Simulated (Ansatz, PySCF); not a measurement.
Ge(H)(F)2(Me) (CH4F2Ge), SMILES [CH3][GeH]([F])[F].

The structure is a stationary point at B3LYP-D3(BJ)/def2-SVP.

Vertical ionisation energy (IE) and electron affinity (EA) in eV. Rows of orbital energies are one-electron estimates. Where ΔSCF, EOM or ADC give a negative EA the extra electron is unbound and the value depends on the basis.

| level | IE | EA |
|---|---|---|
| −ε(HOMO), −ε(LUMO), M06-2X/def2-TZVP (PySCF) | 10.78 | -1.41 |
| −ε(HOMO), −ε(LUMO), PBE/def2-TZVP (PySCF) | 7.96 | 0.43 |
| ΔSCF, CAM-B3LYP/def2-SVPD (Ansatz), final states of multiplicity 2 and 2 | 12.07 | -1.56 |
| ΔSCF, PBE/def2-SVPD (Ansatz), final states of multiplicity 2 and 2 | 11.35 | -1.33 |

Problem. What vertical singlet–triplet gap does ΔSCF give with CAM-B3LYP/def2-SVPD (Ansatz, a program for electronic structure) and with PBE/def2-SVPD (Ansatz)? (The exact figures need the calculation; the answer reports its results.)

Solution. 7.98 and 7.14 eV (triplet above singlet where positive).
